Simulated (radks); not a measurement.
Initial-state core-level shifts of the sulfur ion S+ when its valence configuration changes from [Ne] 3s2 3p3. All-electron calculation, scalar-relativistic Kohn-Sham, PBE, spin-polarised, spherical densities, finite nucleus; open shells are filled with parallel spins first; Fermi nuclear charge, rms radius 3.2611 fm. Program: a radial shooting solver on a logarithmic mesh with Libxc functionals. Shifts are changes of the shell-averaged eigenvalues in eV (positive: less bound); the change of the density at the nucleus, which sets a Mossbauer isomer shift, is in e/bohr^3, on a base of 2957.

3s1 3p4: 1s -1.431; 2s -1.415; 2p -1.400; density at nucleus -10.4291
3p5: 1s -3.189; 2s -3.118; 2p -3.088; density at nucleus -21.2191
3s1.5 3p3.5: 1s -0.718; 2s -0.710; 2p -0.703; density at nucleus -5.2020
